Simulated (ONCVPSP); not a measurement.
**Potentials for tantalum compared**

Generated with ld1.x 7.5 (TM, RRKJ, ultrasoft, PAW), atompaw 4.2 or ONCVPSP 4.0.1. The cutoff is in Ry: for ld1.x and atompaw files where the sum of valence levels is converged to 10 mRy in a Bessel basis, for ONCV files where the hardest occupied wave has 1 mHa per electron of residual kinetic energy. The error is the largest all-electron minus pseudo excitation energy over each file’s own four to seven test configurations (ionisations up to +4, promotions, holes and added fractions of an electron), all of which were solved. The labels leave out finer settings (local radius, basis sizes, second energies), which also bear on the numbers. Spin-polarised tests are not counted. The rows are a selection from randomly drawn settings: files with unsolved tests, undetermined cutoffs or missed reference levels are left out.

A true bound ghost makes a file unfit for plane-wave use even where its test errors are small: the radial tests pick states by their node count and pass the ghost by.

```tsv
potential	cutoff (Ry)	largest error (meV)	bound ghosts
ONCV, PW91, scalar-relativistic, rc 1.30/1.95/2.35 (spd), local smoothed, core correction no, reference 5s2 5p6 5d3, qcut 4.4/8.4/5.5, projectors 2/1/3	275	+34	d
ONCV, LDA (Perdew-Wang 92), scalar-relativistic, rc 1.45/1.50/2.85 (spd), local smoothed, core correction yes, reference 5s2 5p6 5d3 6s2, qcut 6.4/5.7/6, projectors 2/2/2	159	-3.5	s
ONCV, PBE, scalar-relativistic, rc 1.85/1.90/1.85 (spd), local d, core correction yes, reference 5s2 5p6 5d3 6s1, qcut 5.2/7.4/7.3, projectors 3/2/0	26	-162	none
ONCV, PBE, scalar-relativistic, rc 2.60/2.95/3.05 (spd), local smoothed, core correction no, reference 5d3 6s1.75, qcut 2.3/3/6.2, projectors 1/2/2	21	+103	none
ONCV, LDA (Perdew-Wang 92), scalar-relativistic, rc 1.80/1.40/1.75/1.05 (spdf), local smoothed, core correction yes, reference 4f14 5s2 5p6 5d3 6s1.75, qcut 6.1/6.1/5.3/13.4, projectors 2/1/2/2	718	-47	s, p
```

**Question.** Fill in the row for Ta: ONCV, PBE, scalar-relativistic, rc 2.05/1.55/2.05 (spd), local smoothed, core correction yes, reference 5s2 5p6 5d3.5 6s1.5, qcut 6.9/8.1/4.9, projectors 2/3/2.

**Answer.** cutoff 49 Ry, largest error -6.7 meV, bound ghosts: none.

**Question.** Fill in the row for Ta: ONCV, LDA (Perdew-Wang 92), scalar-relativistic, rc 1.60/1.50/1.85 (spd), local smoothed, core correction yes, reference 5s2 5p6 5d3 6s1.75, qcut 8.2/6.1/4.6, projectors 3/2/1.

**Answer.** cutoff 60 Ry, largest error -2.7 meV, bound ghosts: none.

**Question.** Fill in the row for Ta: ONCV, BLYP, scalar-relativistic, rc 2.40/3.90/2.45/0.70 (spdf), local smoothed, core correction yes, reference 4f14 5d3 6s1.75 6p0.25, qcut 2.5/1.8/6.7/20.5, projectors 1/2/1/2.

**Answer.** cutoff 455 Ry, largest error -32 meV, bound ghosts: s, p.
